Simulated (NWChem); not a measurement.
Molecule: CH4SSi, singlet; SMILES C[Si]S

```xyz
7

Si    -0.7383    -0.5504     0.2999
C      0.8269    -1.6335     0.0246
H      1.2003    -1.9386     1.0145
H      1.6572    -1.1742    -0.5222
H      0.5394    -2.5621    -0.4863
S      0.1807     1.3369    -0.2282
H     -0.8842     2.1410    -0.0124
```
Atoms are numbered in this order, from 1.

Results from NWChem. Low-valent species are run as closed-shell singlets; no triplet was tried in these runs. The geometry was optimised at B3LYP/6-31G* (spherical d). GIAO values for the isolated, static molecule; σ is the absolute isotropic shielding, δ = σ(reference) − σ with the isolated reference molecule computed at the same levels (13C: tetramethylsilane, 1H: tetramethylsilane, 29Si: tetramethylsilane).

For level B3LYP/IGLO-III:

```yaml
"δ Si1 (ppm)": 503.2
"δ C2 (ppm)": 31.1
"δ H3 (rotor mean) (ppm)": 1.39
"σ S6 (ppm)": 219.4
"δ H7 (ppm)": 5.38
```

**Question.** How do the values read with level PBE/pcSseg-1 instead?

**Answer.** The δ Si1 (ppm) is 530.3. The δ C2 (ppm) is 33.6. The δ H3 (rotor mean) (ppm) is 1.67 and the σ S6 (ppm) is 189.8. The δ H7 (ppm) is 6.11.
